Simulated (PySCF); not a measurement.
**Gas-phase XPS of `C[O+]1[AlH2-][O+](C)[AlH-]1[CH2]C#N`, computed**

Species: C4H11Al2NO2.
Numbering: `[CH3:1][O+:2]1[AlH2-:3][O+:4]([CH3:5])[AlH-:6]1[CH2:7][C:8]#[N:9]`

The calculation used delta-SCF UKS SCAN, pcX-2 on the ionised atom, pcseg-1 elsewhere, spin-free X2C in PySCF. Each binding energy is the total energy of the core-ionised species, with the hole localised on one atom, minus that of the ground state; both are solved self-consistently, so orbital relaxation is included.

Question: Give the core binding energies atom by atom.

Answer: 
```csv
atom(s),environment,level,binding energy (eV),above the level's lowest (eV),count
C7,sp3 carbon next to a nitrile,C 1s,290.97,0.00,1
C8,nitrile carbon,C 1s,291.90,+0.93,1
C1/C5,O-methyl carbon,C 1s,293.30,+2.33,2
N9,nitrile nitrogen,N 1s,404.35,0.00,1
O2/O4,oxygen bonded to 2 Al and C,O 1s,539.11,0.00,2
Al3,aluminium bonded to 2 O and 2 H,Al 1s,1567.06,0.00,1
Al6,"aluminium bonded to C, 2 O and H",Al 1s,1567.15,+0.09,1
```

Lowest listed C 1s: C7, bonded to C, 2 H and Al. Highest, 2.33 eV above it: C1/C5, bonded to O and 3 H. Summing the Pauling electronegativity differences to the bonded atoms, each weighted by its formal bond order, gives -1.64 for the lowest site and -0.16 for the highest; the largest sum, +1.47, belongs to C8, 1.40 eV below the top.

The 2 Al 1s values lie within 0.09 eV of each other; Gaussian lines of 0.5 eV full width would blend them into one maximum.

Question: What is the longest wavelength that can ionise Al 1s of Al6 vertically?

Answer: λ = hc/E = 12398.42 eV Å / 1567.15 eV = 7.911 Å.

Question: Which photon energy gives electrons from Al 1s of Al6 a kinetic energy of 150 eV, and what is their de Broglie wavelength?

Answer: hν = 1567.15 + 150 = 1717.15 eV, recoil neglected; λ = 12.264 Å/√(E/eV) = 1.00 Å.

One atom of each set of topologically equivalent atoms was ionised and stands for the set; in this conformer not all members are related by symmetry, and their own values weren't computed. The structure is a single PBE0-D3(BJ)/def2-SVP conformer in the gas phase; no vibrational or solvent corrections.

Time: 9.8 min; peak memory 0.89 GiB. Hardware: one thread, Intel Xeon at 2.50 GHz (x86_64), no GPU, shared host with 64 logical CPUs at a one-minute load of 62.

Shape of the structure used: `[CH3:1][O+:2]1[AlH2-:3][O+:4]([CH3:5])[AlH-:6]1[CH2:7][C:8]#[N:9]`: O4–Al6–C7–C8 53°.
